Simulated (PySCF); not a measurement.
## Correlation energy of In (indium, neutral)

Starting occupation: [Kr] 4d10 5s2 5p1, 5p1/2 with m_j = +1/2. Computed with PySCF 2.14 in x2c-SVPall-2c with one added diffuse shell each of s, p type (7s9p4d, 54 functions), with X2C-1e with screened-nucleus spin-orbit coupling, Gaussian nucleus. Frozen: [Ar] 3d10; 21 electrons correlated; the 6 highest virtual spinors left out.

MP2 pair energies summed by pair of shells (mhartree):

| pair | energy | share (%) |
| --- | --- | --- |
| 5s1/2-5s1/2 | -15.06 | 17.1 |
| 5p1/2-5s1/2 | -9.03 | 10.2 |
| 4d3/2-4d5/2 | -7.77 | 8.8 |
| 4d5/2-4p3/2 | -7.52 | 8.5 |
| 4d5/2-4d5/2 | -6.42 | 7.3 |
| 4d5/2-5s1/2 | -5.25 | 6.0 |
| 4p1/2-4p3/2 | -5.24 | 5.9 |
| 4d3/2-4p3/2 | -5.09 | 5.8 |
| 4p3/2-4p3/2 | -4.57 | 5.2 |
| 4d3/2-5s1/2 | -3.82 | 4.3 |
| 4d5/2-4p1/2 | -3.59 | 4.1 |
| 4d3/2-4d3/2 | -2.72 | 3.1 |
| 4d3/2-4p1/2 | -2.30 | 2.6 |
| 4d5/2-5p1/2 | -1.84 | 2.1 |
| 4d3/2-5p1/2 | -1.40 | 1.6 |
| 4d5/2-4s1/2 | -1.18 | 1.3 |
| 4p3/2-5s1/2 | -0.97 | 1.1 |
| 4p1/2-4p1/2 | -0.95 | 1.1 |
| 4p3/2-4s1/2 | -0.78 | 0.9 |
| 4d3/2-4s1/2 | -0.76 | 0.9 |
| 4s1/2-4s1/2 | -0.49 | 0.6 |
| 4p1/2-5s1/2 | -0.40 | 0.4 |
| 4p1/2-4s1/2 | -0.39 | 0.4 |
| 4p3/2-5p1/2 | -0.32 | 0.4 |
| 4s1/2-5s1/2 | -0.17 | 0.2 |
| 4p1/2-5p1/2 | -0.09 | 0.1 |
| 4s1/2-5p1/2 | -0.02 | 0.0 |

Total MP2 correlation energy: -88.13 mhartree.

This basis was not built for core-valence correlation, so the inner-shell part is incomplete.
